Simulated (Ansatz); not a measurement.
# Nudged elastic band run: H3InS2

input.yaml

```yaml
crystal:
  periodic: [false, false, false]
  atoms:
    - { symbol: S, position_ang: [-1.858991, -0.491956, 0.168328] }
    - { symbol: In, position_ang: [0.391117, 0.123371, -0.512175] }
    - { symbol: S, position_ang: [1.916506, 0.44844, 1.343595] }
    - { symbol: H, position_ang: [-2.302312, -0.561176, -1.119357] }
    - { symbol: H, position_ang: [0.891025, 0.319654, -2.155012] }
    - { symbol: H, position_ang: [0.962656, 0.161677, 2.274621] }
basis:
  gaussian: { orbitals: def2-SVP }
hamiltonian:
  xc: pbe
neb:
  order_check: false
  images: 7
  f_tol: 0.05
  max_iterations: 60
  final_atoms:
    - { symbol: S, position_ang: [-1.8883584, -0.47221058, -0.76070569] }
    - { symbol: In, position_ang: [0.45797847, 0.15093491, -0.83504099] }
    - { symbol: S, position_ang: [1.58982478, 0.37511334, 1.3021691] }
    - { symbol: H, position_ang: [-1.92027395, -0.51741569, 0.601174] }
    - { symbol: H, position_ang: [1.2797018, 0.42455316, -2.3282416] }
    - { symbol: H, position_ang: [0.48112831, 0.03903486, 2.02064519] }
  initial_path:
    images:
      - { positions_ang: [[-1.858991, -0.491956, 0.168328], [0.391117, 0.123371, -0.512175], [1.916506, 0.44844, 1.343595], [-2.302312, -0.561176, -1.119357], [0.891025, 0.319654, -2.155012], [0.962656, 0.161677, 2.274621]] }
      - { positions_ang: [[-1.87941014, -0.33039642, 0.07280166], [0.40238119, 0.17058146, -0.54565753], [1.88199217, 0.38130467, 1.34523846], [-2.21594879, -0.71314581, -0.90657026], [0.92559464, 0.36490916, -2.18295281], [0.88539193, 0.12675696, 2.21714048]] }
      - { positions_ang: [[-1.89982927, -0.16883684, -0.02272467], [0.41364538, 0.21779191, -0.57914006], [1.84747833, 0.31416934, 1.34688192], [-2.12958558, -0.86511562, -0.69378352], [0.96016428, 0.41016431, -2.21089361], [0.80812786, 0.09183691, 2.15965995]] }
      - { positions_ang: [[-1.92024841, -0.00727727, -0.11825101], [0.42490957, 0.26500237, -0.6126226], [1.8129645, 0.247034, 1.34852537], [-2.04322237, -1.01708543, -0.48099677], [0.99473392, 0.45541947, -2.23883442], [0.73086379, 0.05691687, 2.10217943]] }
      - { positions_ang: [[-1.94066755, 0.15428231, -0.21377735], [0.43617376, 0.31221282, -0.64610513], [1.77845067, 0.17989867, 1.35016883], [-1.95685916, -1.16905525, -0.26821003], [1.02930356, 0.50067462, -2.26677523], [0.65359972, 0.02199682, 2.0446989]] }
      - { positions_ang: [[-1.92759026, -0.00234091, -0.35050943], [0.44162494, 0.27189334, -0.69333909], [1.7312942, 0.22870234, 1.3381689], [-1.94771286, -1.00614536, -0.05086402], [1.09190312, 0.48164426, -2.28214182], [0.61048187, 0.02625633, 2.03868547]] }
      - { positions_ang: [[-1.91451297, -0.15896414, -0.48724152], [0.44707612, 0.23157387, -0.74057306], [1.68413772, 0.27750601, 1.32616896], [-1.93856656, -0.84323547, 0.16648198], [1.15450268, 0.46261389, -2.29750842], [0.56736401, 0.03051584, 2.03267204]] }
      - { positions_ang: [[-1.90143569, -0.31558736, -0.6239736], [0.45252729, 0.19125439, -0.78780703], [1.63698125, 0.32630967, 1.31416903], [-1.92942025, -0.68032558, 0.38382799], [1.21710224, 0.44358353, -2.31287501], [0.52424616, 0.03477535, 2.02665861]] }
      - { positions_ang: [[-1.8883584, -0.47221058, -0.76070569], [0.45797847, 0.15093491, -0.83504099], [1.58982478, 0.37511334, 1.3021691], [-1.92027395, -0.51741569, 0.601174], [1.2797018, 0.42455316, -2.3282416], [0.48112831, 0.03903486, 2.02064519]] }
```

Launched with:

```bash
$ ansatz run input.yaml --threads 1 --pin off --max-ram 2048MiB --backend cpu --events-out ev --progress --plain --runs-dir out
```

Output, in part (warnings, iteration lines, the closing report on the highest movable image, with atoms numbered from 0):

```
NEB end point (image 0): max|allowed force component| = 3.842e-3 eV/Å (the criterion of neb.relax_end_points is 1.000e-2)
NEB end point (image 8): max|allowed force component| = 9.591e-3 eV/Å (the criterion of neb.relax_end_points is 1.000e-2)
NEB iter   1: max|band force component| = 2.501e1 eV/Å  barrier→ = 4.9547 eV  barrier← = 4.9538 eV  Δτ_max = 0.1963 Å  (220 SCF iters)
NEB iter   2: max|band force component| = 6.101e0 eV/Å  barrier→ = 0.7807 eV  barrier← = 0.7798 eV  Δτ_max = 0.2000 Å  (218 SCF iters)
NEB iter   3: max|band force component| = 3.341e0 eV/Å  barrier→ = 0.3347 eV  barrier← = 0.3338 eV  Δτ_max = 0.2000 Å  (202 SCF iters)
NEB iter   4: max|band force component| = 6.208e-1 eV/Å  barrier→ = 0.1661 eV  barrier← = 0.1653 eV  Δτ_max = 0.1956 Å  (190 SCF iters)
NEB iter   5: max|band force component| = 4.665e-1 eV/Å  barrier→ = 0.1625 eV  barrier← = 0.1617 eV  CI = image 4  Δτ_max = 0.0952 Å  (185 SCF iters)
NEB iter   6: max|band force component| = 7.465e-2 eV/Å  barrier→ = 0.1625 eV  barrier← = 0.1616 eV  CI = image 4  Δτ_max = 0.0194 Å  (180 SCF iters)
NEB iter   7: max|band force component| = 4.692e-2 eV/Å  barrier→ = 0.1625 eV  barrier← = 0.1616 eV  CI = image 4  Δτ_max = 0.0000 Å  (360 SCF iters)
Total energy: -26878.51095586 eV, -987.7670587189 hartree
Atom 0 at    -2.019107     0.162222    -0.197334 Å, force    -0.004463     0.003796    -0.000011 eV/Å
Atom 1 at     0.389967     0.300301    -0.669012 Å, force     0.003589    -0.001929    -0.001412 eV/Å
Atom 2 at     1.798310     0.159751     1.302492 Å, force    -0.001340     0.002835     0.001736 eV/Å
Atom 3 at    -1.978981    -1.195962    -0.325224 Å, force     0.000121    -0.002494     0.000408 eV/Å
Atom 4 at     1.092923     0.506855    -2.239208 Å, force    -0.000121     0.000126     0.001087 eV/Å
Atom 5 at     0.716889     0.066844     2.128286 Å, force     0.002214    -0.002334    -0.001808 eV/Å
Dipole moment:     0.014455    -0.149575    -0.136744 e Å
```

It converged. A vibrational analysis at the climbing image gives one clearly imaginary mode, 235i cm⁻¹: a first-order saddle point.

Final band (atoms are numbered from 1 in the order of the input):

```csv
image,path coordinate (Å),energy (kcal/mol),dihedral H4–S1–In2–S3 (°)
0,0.00,0.0,-180
1,0.39,0.5,-159
2,0.77,1.8,-136
3,1.16,3.2,-112
4,1.55,3.7,-90
5,1.96,3.1,-65
6,2.36,1.6,-39
7,2.77,0.4,-16
8,3.18,0.0,0
```

The run took 81 s on 1 CPU thread of a shared host.
